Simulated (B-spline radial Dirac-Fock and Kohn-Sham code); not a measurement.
**Core-level shifts of fluorine with charge state**

These are calculated numbers from an atomic code on a B-spline grid; the model is Dirac-Fock ΔSCF + Breit + QED. Each ion is free and in its tabulated ground configuration. Correlation energy is missing from these numbers.

Reference: F⁻, [He] 2s2 2p6, with K (1s) 679.0 eV. Shifts from it, in eV (a dash: the subshell is empty, belongs to an open shell averaged over j, or its hole state is left out as unreliable):

```tsv
ion	configuration	K (1s)
F	[He] 2s2 2p5	+19.1
F⁺	[He] 2s2 2p4	+43.6
F²⁺	[He] 2s2 2p3	?
F³⁺	[He] 2s2 2p2	+107.3
F⁴⁺	[He] 2s2 2p1	+146.1
F⁵⁺	[He] 2s2	+189.4
F⁶⁺	[He] 2s1	–
F⁷⁺	1s2	+273.7
F⁸⁺	1s1	+424.2
```

Task: Give the missing shifts for F²⁺.

Result: K (1s) +73.0 (eV).
